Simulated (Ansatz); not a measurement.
Saddle point of SiH3Cl3, closed shell (SiHCl₃ ([Cl][SiH]([Cl])[Cl]) + H₂ → SiH₂Cl₂ ([Cl][SiH2][Cl]) + HCl; bonds formed: Si1–H7, Cl2–H6; bonds broken: Si1–Cl2, H6–H7), PBE0-D4/def2-TZVP structure:

```tsv
atom	x (Å)	y (Å)	z (Å)
Si1	-0.3632	0.1017	-0.2407
Cl2	2.0094	-0.3063	-0.6258
Cl3	-0.9249	-1.7989	-0.6269
Cl4	-1.9432	0.9451	0.8099
H5	-0.2443	1.0553	-1.3441
H6	1.1151	-0.0782	0.7618
H7	0.3511	0.0813	1.2657
```

Energies are electronic, without zero-point energy. Barriers and step energies count from the start structure reached by relaxing down the imaginary mode; all methods use the PBE0-D4 structures, on which another method's saddle can fall below an end. Program: Ansatz 0.2.0. Basis: def2-TZVPP, with def2-QZVPP for the basis limit. Cores are frozen in the correlated methods. B3LYP uses VWN-RPA correlation. Extrapolation: Hartree–Fock as exp(−7.88 √X), correlation as X^−2.97.

| method | barrier (kcal/mol) | step energy (kcal/mol) |
| --- | --- | --- |
| SPW92 | 39.64 | 15.03 |
| PBE-D4 | 47.85 | 16.73 |
| BLYP-D4 | 52.75 | 16.47 |
| r2SCAN-D4 | 51.82 | 17.80 |
| B97M-V | 55.20 | 17.11 |
| PBE0-D4 | 51.81 | 16.41 |
| B3LYP-D4 | ? | 16.10 |
| r2SCAN0-D4 | 54.27 | 17.24 |
| BHLYP-D4 | ? | 15.78 |
| CAM-B3LYP-D4 | 56.86 | 15.25 |
| wB97X-V | 57.45 | 16.17 |
| wB97M-V | 56.49 | 16.88 |
| B2PLYP | 57.27 | 16.01 |
| PBE-QIDH | ? | 16.72 |
| RPA on PBE | 58.56 | 14.57 |
| HF | 71.42 | 13.85 |
| MP2 | 58.35 | 17.79 |
| CCSD | 60.58 | 14.68 |
| CCSD(T) | 58.49 | 15.45 |

Fill in the withheld barriers. (Judge from chemistry; the value comes from the calculation.)

Computed: B3LYP-D4 55.42; PBE-QIDH 55.83; BHLYP-D4 60.08 kcal/mol. Each is the energy of the saddle less that of the start structure, by the same method.

For comparison, the barrier by CCSD(T) at an estimated basis limit (MP2 extrapolated from triple and quadruple zeta, plus CCSD(T) − MP2 in triple zeta) is 57.40 kcal/mol.

No T1 diagnostic of these runs exceeds 0.011.

Labels in which every atom is bracketed show which atoms are joined, not bond orders.

For scale, one of the runs: CCSD(T)/def2-TZVPP, 210 basis functions, launched by `ansatz run in.yaml --threads 4 --pin off --events-out ev --progress --plain --max-ram 9574MiB`. The run took 47 s on 4 CPU threads of an Arm Neoverse V2 (shared host), with 2.5 GiB of host memory at its peak.
